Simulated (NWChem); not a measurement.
Molecule: C$_{2}$H$_{5}$BF$_{2}$; SMILES CCB(F)F

All runs: NWChem. Pople sets run with spherical d functions. B3LYP is NWChem's, with the RPA form of VWN correlation. Each level has its own optimisation; frequencies are unscaled. Brackets give each atom's bonded neighbours. One conformer.

| level | r B–F (Å) | r B–C (Å) | r C–C (Å) | r C–H [C(BCHH)–H(C)] (Å) | highest harmonic frequency (cm⁻¹) | lowest (cm⁻¹) | zero-point energy (kcal/mol) | dipole (D) |
|---|---|---|---|---|---|---|---|---|
| Hartree-Fock/6-31G* | 1.315 | 1.570 | 1.532 | 1.090 | 3270 | 45 | 50.3 | 1.58 |
| B3LYP/6-31G* | 1.330 | 1.567 | 1.536 | 1.101 | 3121 | 56 | 47.4 | 1.42 |
| PBE-D3(BJ)/def2-SVP | 1.335 | 1.568 | 1.532 | 1.114 | 3065 | 32 | 45.7 | 1.51 |
